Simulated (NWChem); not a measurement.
System: SeO, triplet; SMILES [Se]=O

Excerpt of the output:

```
             Northwest Computational Chemistry Package (NWChem) 7.3.0
             --------------------------------------------------------

                             Geometry "geometry" -> ""
                             -------------------------

 Output coordinates in angstroms (scale by  1.889725989 to convert to a.u.)

  No.       Tag          Charge          X              Y              Z
 ---- ---------------- ---------- -------------- -------------- --------------
    1 O                    8.0000     0.00000000     0.00000000    -1.31742800
    2 Se                  34.0000     0.00000000     0.00000000     0.32445100

 Effective nuclear repulsion energy (a.u.)      87.6655415703

  pbe96 is a nonlocal functional; adding pw91lda local functional.
                              NWChem Property Module
                              ----------------------

  itol2e modified to match energy
  convergence criterion.

                                 NWChem DFT Module
                                 -----------------

 Summary of "ao basis" -> "ao basis" (spherical)
 ------------------------------------------------------------------------------
       Tag                 Description            Shells   Functions and Types
 ---------------- ------------------------------  ------  ---------------------
 O                          def2-svp                 6       14   3s2p1d
 Se                         def2-svp                12       32   5s4p3d

  itol2e modified to match energy
  convergence criterion.

            General Information
            -------------------
          SCF calculation type: DFT
          Wavefunction type:  spin polarized.
          No. of atoms     :     2
          No. of electrons :    42
           Alpha electrons :    22
            Beta electrons :    20
          Charge           :     0
          Spin multiplicity:     3
          Use of symmetry is: off; symmetry adaption is: off
          Maximum number of iterations: 150
          AO basis - number of functions:    46
                     number of shells:    18
          Convergence on energy requested:  1.00D-07
          Convergence on density requested:  1.00D-05
          Convergence on gradient requested:  5.00D-04

              XC Information
              --------------
          PerdewBurkeErnzerhof Exchange Functional  1.000
            Perdew 1991 LDA Correlation Functional  1.000 local
           PerdewBurkeErnz. Correlation Functional  1.000 non-local

             Grid Information
             ----------------
          Grid used for XC integration:  fine
          Radial quadrature: Mura-Knowles
          Angular quadrature: Lebedev.
          Tag              B.-S. Rad. Rad. Pts. Rad. Cut. Ang. Pts.
          ---              ---------- --------- --------- ---------
          O                   0.60       70           7.0       590
          Se                  1.15      140           6.0       974
          Grid pruning is: on
          Number of quadrature shells:   210
          Spatial weights used:  Erf1

      Superposition of Atomic Density Guess
      -------------------------------------

 Sum of atomic energies:       -2474.20293911

      Non-variational initial energy
      ------------------------------

 Total energy =   -2474.224616
 1-e energy   =   -3621.070410
 2-e energy   =    1059.180253
 HOMO         =      -0.193738
 LUMO         =      -0.193738

[...]

          -----------------------
          Electric field gradient
          -----------------------

 1 a.u. = 0.324123 10**(16) esu/cm**3  ( or statvolts/cm**2 ) = 0.97174 10**(22) v/m**2

 ------------------------------------------------------------
   Atom      X         Y         Z
 ------------------------------------------------------------
    1 O    0.00000   0.00000  -2.48958
 ------------------------------------------------------------

 Electric field gradient in molecular frame (a.u.)
         XX             YY             ZZ             XY             XZ             YZ
 ------------------------------------------------------------------------------------------
        0.389270       0.389270      -0.778540      -0.000000      -0.000000       0.000000

 Principal components (a.u.) and orientation
 of principal axis w.r.t. absolute frame                      Asymmetry parameter eta
 --------------------------------------------------------------------------------------
       -0.778540       0.389270       0.389270                       0.000000

        0.000000      -0.703751       0.710447
       -0.000000       0.710447       0.703751
        1.000000       0.000000      -0.000000

 ------------------------------------------------------------
   Atom      X         Y         Z
 ------------------------------------------------------------
    2 Se   0.00000   0.00000   0.61312
 ------------------------------------------------------------

 Electric field gradient in molecular frame (a.u.)
         XX             YY             ZZ             XY             XZ             YZ
 ------------------------------------------------------------------------------------------
        1.339250       1.339250      -2.678500       0.000001      -0.000001       0.000001

 Principal components (a.u.) and orientation
 of principal axis w.r.t. absolute frame                      Asymmetry parameter eta
 --------------------------------------------------------------------------------------
       -2.678500       1.339251       1.339249                       0.000001

        0.000000       0.707998      -0.706214
       -0.000000       0.706214       0.707998
        1.000000      -0.000000       0.000000
```

Level: PBE/def2-SVP, spin-unrestricted. The geometry was optimised at PBE0/def2-SVP, spin-unrestricted. No stability test was run on the SCF state. NWChem prints the field gradient with the sign opposite to the second derivative of the potential.

Task: Write an input that gives this output.

Result: This is not unique; one that fits is the input that was run:
```
start job
memory heap 200 mb stack 900 mb global 1100 mb
geometry units angstroms noautosym nocenter noautoz
  O      0.000000     0.000000    -1.317428
  Se     0.000000     0.000000     0.324451
end
basis spherical
  * library def2-svp
end
dft
  odft
  mult 3
  xc xpbe96 cpbe96
  iterations 150
end
property
  efieldgrad
end
task dft property
```
